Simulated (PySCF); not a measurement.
C4H10Si2, SMILES [SiH3]C([SiH3])CC#C.

Coordinates come from a TPSSh-D3(BJ)/def2-SVP optimisation. This is a generated structure with no PubChem entry under its InChIKey; it may be hypothetical. The values are those of a single conformer.

The numbers are results of PBE/def2-TZVP in PySCF, not measurements.

```yaml
total_energy: -736.88903 hartree
highest_occupied_level: -6.62 eV
lowest_empty_level: -0.75 eV
orbital_gap: 5.87 eV
dipole_moment: 0.60 D
quadrupole, principal values (traceless, Buckingham form, about the centre of nuclear charge): -2.70, -0.26, 2.96 D·Å
mean_static_polarisability: 102.8 bohr³ (15.23 Å³)
polarisability_principal_values: 80.3, 97.3, 130.8 bohr³
```
